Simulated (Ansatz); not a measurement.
Mulliken charges of AlClFHS (`[F][Al]([SH])[Cl]`) from r2SCAN/def2-TZVPP in Ansatz (PBE0-D4/def2-TZVP geometry).

| atom | x (Å) | y (Å) | z (Å) | charge (e) |
| --- | --- | --- | --- | --- |
| F1 | -1.075 | -1.532 | 1.120 | -0.332 |
| Al2 | -0.435 | -0.369 | 0.163 | 0.676 |
| S3 | 1.608 | 0.228 | 0.504 | -0.237 |
| Cl4 | -1.607 | 0.476 | -1.328 | -0.230 |
| H5 | 1.558 | 1.123 | -0.500 | 0.124 |

Task: By hand: the dipole of these point charges (1 e Å = 4.8032 D).

Result: Σ q r = (0.245, 0.235, -0.138) e Å, of length 0.366 e Å = 1.76 D.

Task: How does the dipole of the full density compare? (An estimate is asked.)

Result: Ansatz gave: (0.157, 0.193, -0.134) e Å, 1.36 D; the point charges give 1.29 times that, at 9° from its direction.

Point charges leave out the atoms' own dipoles, such as those of lone pairs, and Mulliken's split depends on the basis, so the two needn't agree.
